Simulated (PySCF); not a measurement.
A calculated (r2SCAN, PySCF 2.14, x2c-TZVPPall, scalar relativity by spin-free X2C-1e) atom or ion has these occupied shells.

```
shell  electrons  orbital energy (eV)  rms radius, mean of both spins (bohr)
 1s α          1             -69347.3                                 0.0208
 1s β          1             -69347.3                                 0.0208
 2s α          1             -11995.9                                 0.0839
 2s β          1             -11995.6                                 0.0839
 2p α          3             -10524.1                                 0.0763
 2p β          3             -10523.9                                 0.0763
 3s α          1              -2775.1                                  0.215
 3s β          1              -2775.1                                  0.215
 3p α          3              -2335.0                                  0.216
 3p β          3              -2334.9                                  0.216
 3d α          5              -1811.1                                  0.197
 3d β          5              -1811.0                                  0.197
 4s α          1              -579.27                                  0.478
 4s β          1              -579.07                                  0.478
 4p α          3              -433.43                                  0.509
 4p β          3              -433.25                                  0.509
 4d α          5              -243.40                                  0.550
 4d β          5              -243.17                                  0.550
 5s α          1              -82.482                                   1.14
 5s β          1              -80.695                                   1.14
 5p α          3              -46.714                                   1.33
 5p β          3              -44.169                                   1.33
 4f α          7              -35.164                                  0.681
 4f β          7              -34.686                                  0.681
 6s α          1               -7.719                                   3.24
 5d α          4               -7.034                                   2.20
 6p α          1               -2.749                                   4.54
```

**Question.** Name the element and its charge.

**Answer.** W (tungsten, neutral), in [Xe] 4f14 5d4 6s1 6p1, one real determinant (an excited configuration).
